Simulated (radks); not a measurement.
The numbers below are computed, except where a source is named.
Spherical quantum dot in the effective-mass picture: electrons in a hard-walled sphere of radius 4.86, all in effective atomic units (hartree* = m*/eps^2 hartree, bohr* = eps/m* bohr), one dielectric constant everywhere. Level of theory: non-relativistic Kohn-Sham, PBEsol, spin-polarised, spherical densities (a radial shooting solver with Libxc functionals). Levels are named by radial order and angular momentum (1s, 1p, 1d, 2s, ...), and open shells are averaged over m.

N = 32, configuration 1s2 1p6 1d10 1f14. This is the lowest configuration that the search found. Occupied and some empty levels:

level  occupation  eigenvalue (hartree*)  <r> (bohr*)
1s              2                 8.2810        3.525
1p              6                 8.3718        3.587
1d             10                 8.5404        3.655
1f             14                 8.7792        3.718
1g              0                 9.0830        3.775
2s              0                 9.1978        2.192
2p              0                 9.5222        2.560
2d              0                 9.9274        2.793

Energy (hartree*): total 148.581, kinetic 30.808, external 0, Hartree 130.32, exchange-correlation -12.547.
